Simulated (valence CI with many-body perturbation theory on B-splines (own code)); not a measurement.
Sb38+: magnetic and hyperfine properties of the levels

Computed by valence CI with perturbative core correlation (CI+MBPT): three valence electrons over a frozen Dirac-Fock core [Ne], radial functions for each j: 11 s, 11 p, 9 d, 7 f, 5 g, 2 h, 1 i, with the one-electron correlation potential Σ1, the two-electron term Σ2, the three-electron term Σ3, Breit, model QED; selected CI, second order for the rest (own B-spline code, finite nucleus).

No measured spectrum was set against this ion. As an estimate, large intervals hold to a few tenths of a per cent, small ones and those within an open d or f shell to about a per cent.

A/g_I is the dipole constant over the nuclear g factor μ/I (μ in nuclear magnetons, uniformly magnetised nucleus), B/Q the quadrupole constant per barn. Both hold the static response of the core; the bare values leave it out. Large factors of s and p1/2 electrons are usually good to 5 to 10 %; those of open d and f shells near neutrality can be off by tens of per cent, and small factors of p3/2, d and f electrons come from cancelling terms and can be off by a factor of two or in sign, in half-filled shells by more. B is blank for J = 1/2, where it vanishes, and for nearly pure S terms. Energies count from the lowest level.

Levels are named by their leading jj configuration (3d3/2^4 stands for four electrons in 3d with j = 3/2), which in mixed levels can hold well under half, so a name can repeat and another be missing. Letters in brackets count levels of one name in rising energy.

| Level | E (Ry) | g | A/g_I (MHz) | A/g_I bare | B/Q (MHz/b) | B/Q bare |
| --- | --- | --- | --- | --- | --- | --- |
| (3s^2 3p1/2) J=1/2 | 0.000 | 0.658 | 372000 | 362000 |  |  |
| (3s^2 3p3/2) J=3/2 | 4.644 | 1.328 | 60500 | 60200 | 112000 | 110000 |
| (3s 3p1/2^2) J=1/2 | 6.798 | 2.350 | 1070000 | 1040000 |  |  |
| (3s 3p1/2 3p3/2) J=3/2 [a] | 10.308 | 1.677 | 293000 | 287000 | 90900 | 89100 |
| (3s 3p1/2 3p3/2) J=5/2 | 11.052 | 1.391 | 333000 | 325000 | 48600 | 47800 |
| (3s 3p1/2 3p3/2) J=3/2 [b] | 12.112 | 0.917 | 8010 | 9140 | 90000 | 88400 |
| (3s 3p1/2 3p3/2) J=1/2 | 12.724 | 1.165 | -262000 | -252000 |  |  |
| (3s 3p3/2^2) J=5/2 | 14.960 | 1.353 | 187000 | 183000 | 19800 | 19900 |
| (3s^2 3d3/2) J=3/2 | 15.215 | 0.861 | 15200 | 16500 | 9310 | 10100 |
| (3s^2 3d5/2) J=5/2 | 16.722 | 1.240 | 125000 | 123000 | 69100 | 68600 |
| (3s 3p3/2^2) J=1/2 | 17.401 | 1.804 | 1150000 | 1120000 |  |  |
| (3s 3p3/2^2) J=3/2 | 17.758 | 1.190 | -146000 | -139000 | -36000 | -35300 |
| (3p1/2^2 3p3/2) J=3/2 | 19.123 | 1.244 | 40000 | 41400 | 92900 | 91400 |
| (3s 3p1/2 3d3/2) J=3/2 [a] | 20.131 | 0.523 | -94600 | -90900 | 30800 | 31000 |
| (3s 3p1/2 3d3/2) J=5/2 | 20.600 | 1.059 | 282000 | 275000 | -6870 | -5740 |
| (3s 3p1/2 3d5/2) J=5/2 [a] | 21.757 | 1.302 | 88000 | 87400 | 5100 | 6280 |
| (3s 3p1/2 3d3/2) J=1/2 | 21.799 | 0.331 | -436000 | -422000 |  |  |
| (3s 3p1/2 3d3/2) J=3/2 [b] | 21.843 | 1.334 | 206000 | 202000 | 18300 | 18100 |
| (3s 3p1/2 3d5/2) J=7/2 | 22.145 | 1.258 | 215000 | 210000 | -4530 | -2990 |
| (3p1/2 3p3/2^2) J=3/2 [a] | 22.445 | 1.333 | -100000 | -94200 | -22300 | -21400 |
| (3s 3p1/2 3d5/2) J=5/2 [b] | 22.563 | 1.209 | 94600 | 93800 | 14300 | 14800 |
| (3p1/2 3p3/2^2) J=5/2 | 23.987 | 1.031 | 96900 | 95400 | 66400 | 65700 |
| (3p1/2 3p3/2^2) J=1/2 | 24.428 | 0.662 | 349000 | 339000 |  |  |
| (3p1/2 3p3/2^2) J=3/2 [b] | 24.510 | 1.133 | -43100 | -40000 | 41500 | 41100 |
| (3s 3p3/2 3d3/2) J=3/2 [a] | 25.514 | 1.387 | 218000 | 214000 | -12700 | -13100 |
| (3s 3p3/2 3d3/2) J=5/2 [a] | 25.520 | 1.295 | 166000 | 163000 | 16100 | 15500 |
| (3s 3p3/2 3d3/2) J=1/2 [a] | 25.561 | 2.356 | 586000 | 572000 |  |  |
| (3s 3p3/2 3d5/2) J=9/2 | 25.578 | 1.328 | 158000 | 155000 | 138000 | 137000 |
| (3s 3p3/2 3d3/2) J=7/2 | 25.636 | 1.330 | 188000 | 185000 | 54800 | 54200 |
| (3s 3p3/2 3d5/2) J=3/2 [a] | 26.512 | 1.167 | -71500 | -67200 | -53400 | -52300 |
| (3s 3p3/2 3d5/2) J=5/2 [a] | 26.713 | 1.325 | 234000 | 229000 | -54800 | -53400 |
| (3s 3p3/2 3d3/2) J=3/2 [b] | 27.195 | 1.093 | 9610 | 11500 | -64800 | -63500 |
| (3s 3p3/2 3d5/2) J=7/2 [a] | 27.410 | 1.159 | 56600 | 56600 | 126000 | 126000 |
| (3s 3p3/2 3d3/2) J=5/2 [b] | 27.851 | 0.925 | -50700 | -47500 | 88700 | 88100 |
| (3s 3p3/2 3d3/2) J=1/2 [b] | 27.961 | 0.617 | -38900 | -36500 |  |  |
| (3s 3p3/2 3d5/2) J=7/2 [b] | 28.181 | 1.185 | 69900 | 69500 | 91100 | 90800 |
| (3s 3p3/2 3d5/2) J=1/2 | 28.703 | 0.670 | -125000 | -121000 |  |  |
| (3p1/2^2 3d3/2) J=3/2 | 28.743 | 0.742 | 35100 | 34700 | 15600 | 16400 |
| (3s 3p3/2 3d5/2) J=3/2 [b] | 29.079 | 1.300 | 266000 | 260000 | 34200 | 34300 |
| (3s 3p3/2 3d5/2) J=5/2 [b] | 29.197 | 1.125 | -86900 | -82400 | -41700 | -40100 |

(1) Take the isotope of mass number 121, with I = 5/2, μ = 3.358 μN and Q = -0.543 b. What is the hyperfine structure of (3s^2 3p1/2) J=1/2?

Results:

(1) From the table A = 499000 MHz. Shifts from the centre of gravity in MHz: F = 2: -873000, F = 3: 624000.
